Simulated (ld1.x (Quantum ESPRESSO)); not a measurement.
## Pseudopotential generation for Pd: TM, PBE, scalar-relativistic.

The input file (ld1.x (Quantum ESPRESSO) 7.5):

```
&input
   title='Pd', zed=46., rel=1, dft='PBE', iswitch=3,
   config='[Kr] 4d9 5s0 5p0',
   nld=3, rlderiv=1.85, eminld=-9.0, emaxld=5.0, deld=0.04
 /
 &inputp
   pseudotype=2, tm=.true., lloc=-1, rcloc=1.50,
   nlcc=.true.,
   file_pseudopw='Pd.UPF', file_wfcaegen='ae.wfc', file_wfcncgen='nc.wfc', file_beta='beta', file_chi='chi'
 /
3
4S  1  0   2.00   0.00  0.95  0.95  0.0
4P  2  1   6.00   0.00  1.70  1.70  0.0
4D  3  2   9.00   0.00  1.15  1.15  0.0
 &test
   configts(1)='4s2 4p6 4d9 5s0 5p0'
 /
```

Command:

```bash
ld1.x < Pd.in > Pd.out
```

The program printed (shortened: banner, matrices, multipoles, cross overlaps and the repeated all-electron block are left out):

```
Program LD1 v.7.5
     --------------------------- All-electron run ----------------------------

     Pd
     scalar relativistic calculation

     atomic number is 46.00
     dft =PBE   lsd =0 sic =0 latt =0  beta=0.20 tr2=1.0E-14
     Exchange-correlation= PBE
                           (   1   4   3   4   0   0   0)
     mesh =1235 r(mesh) =  99.12271 a.u. xmin = -7.00 dx = 0.01250
     1 Ry =  13.60569312 eV, c = 137.03599908

     n l     nl                  e(Ry)          e(Ha)          e(eV)
     1 0     1S 1( 2.00)     -1777.0292      -888.5146    -24177.7137
     2 0     2S 1( 2.00)      -260.1602      -130.0801     -3539.6593
     2 1     2P 1( 6.00)      -233.3283      -116.6641     -3174.5930
     3 0     3S 1( 2.00)       -47.5877       -23.7939      -647.4643
     3 1     3P 1( 6.00)       -38.7683       -19.3842      -527.4697
     4 0     4S 1( 2.00)        -7.1059        -3.5530       -96.6809
     4 1     4P 1( 6.00)        -4.5911        -2.2956       -62.4652
     3 2     3D 1(10.00)       -24.7625       -12.3812      -336.9104
     4 2     4D 1( 9.00)        -1.0741        -0.5371       -14.6140
     5 0     5S 1( 0.00)        -0.8116        -0.4058       -11.0421
     5 1     5P 1( 0.00)        -0.4594        -0.2297        -6.2510

     final scf error:  3.6E-15 reached in  27 iterations

     Etot =  -10091.118567 Ry,   -5045.559283 Ha, -137296.662487 eV

     Ekin =   10467.157429 Ry,    5233.578715 Ha,  142412.931852 eV
     Encl =  -24348.411417 Ry,  -12174.205709 Ha, -331277.013779 eV
     Eh   =    4077.284356 Ry,    2038.642178 Ha,   55474.279726 eV
     Exc  =    -287.148935 Ry,    -143.574467 Ha,   -3906.860286 eV

     normalization and overlap integrals

     s(1S/1S) =  1.000000  <r> =   0.0319  <r2> =    0.0014  r(max) =   0.0207
     s(2S/2S) =  1.000000  <r> =   0.1383  <r2> =    0.0226  r(max) =   0.1175
     s(2P/2P) =  1.000000  <r> =   0.1206  <r2> =    0.0178  r(max) =   0.0938
     s(3S/3S) =  1.000000  <r> =   0.3793  <r2> =    0.1646  r(max) =   0.3401
     s(3P/3P) =  1.000000  <r> =   0.3787  <r2> =    0.1666  r(max) =   0.3358
     s(4S/4S) =  1.000000  <r> =   0.9454  <r2> =    1.0134  r(max) =   0.8469
     s(4P/4P) =  1.000000  <r> =   1.0404  <r2> =    1.2418  r(max) =   0.9129
     s(3D/3D) =  1.000000  <r> =   0.3576  <r2> =    0.1526  r(max) =   0.2819
     s(4D/4D) =  1.000000  <r> =   1.4611  <r2> =    2.6173  r(max) =   1.0875
     s(5S/5S) =  1.000000  <r> =   2.8975  <r2> =    9.5614  r(max) =   2.4507
     s(5P/5P) =  1.000000  <r> =   3.7795  <r2> =   16.3663  r(max) =   3.1467

     ------------------------ End of All-electron run ------------------------

     --------------------- Generating NC pseudopotential ---------------------

      Generating local potential from pseudized AE potential:
      Matching radius rcloc =   1.5000

      Local pseudo, rcloc= 1.486 Estimated cut-off energy=    11.19 Ry

      Computing core charge for nlcc:

       r > 0.61 : true rho core
       r < 0.61 : rho core = a sin(br)/r    a=  41.76  b=   4.42

      Integrated core pseudo-charge :   7.36

      Wfc   4S  rcut= 0.948  Using Troullier-Martins method

      Wfc   4P  rcut= 1.684  Using Troullier-Martins method

      Wfc   4D  rcut= 1.158  Using Troullier-Martins method

     ------------------- End of pseudopotential generation -------------------

     Computing logarithmic derivative in   1.84989
     Computing logarithmic derivative in   1.84989
     Computing the partial wave expansion
     R is outside the sphere for l=    0 j= 0.00
     R is outside the sphere for l=    1 j= 0.00
     R is outside the sphere for l=    2 j= 0.00

     ---------------------- Testing the pseudopotential ----------------------

     Pd
     scalar relativistic calculation

     atomic number is 46.00   valence charge is 18.00
     dft =PBE   lsd =0 sic =0 latt =0  beta=0.20 tr2=1.0E-14
     mesh =1235 r(mesh) =  99.12271 xmin = -7.00 dx = 0.01250

     n l     nl             e AE (Ry)        e PS (Ry)    De AE-PS (Ry)
     1 0     4S   1( 2.00)       -7.10592       -7.10608        0.00017
     2 1     4P   1( 6.00)       -4.59111       -4.59111        0.00000
     3 2     4D   1( 9.00)       -1.07411       -1.07408       -0.00003
     2 0     5S   1( 0.00)       -0.81158       -0.79399       -0.01759  !
     3 1     5P   1( 0.00)       -0.45944       -0.45457       -0.00488

     eps = 7.5E-15  iter =  6

     Etot =  -10091.118567 Ry,   -5045.559283 Ha, -137296.662487 eV
     Etotps =  -277.357652 Ry,    -138.678826 Ha,   -3773.643095 eV

     Ekin =      93.316405 Ry,      46.658202 Ha,    1269.634364 eV
     Encl =    -530.596999 Ry,    -265.298499 Ha,   -7219.139934 eV
     Ehrt =     211.154065 Ry,     105.577033 Ha,    2872.897414 eV
     Ecxc =     -49.328145 Ry,     -24.664073 Ha,    -671.143608 eV
     (Ecc =     -21.430424 Ry,     -10.715212 Ha,    -291.575766 eV)
     Epseu=      -1.902978 Ry,      -0.951489 Ha,     -25.891331 eV

     ---------------------- End of pseudopotential test ----------------------
```

Generation and configuration tests took about 1.6 s on one core of a shared server CPU.
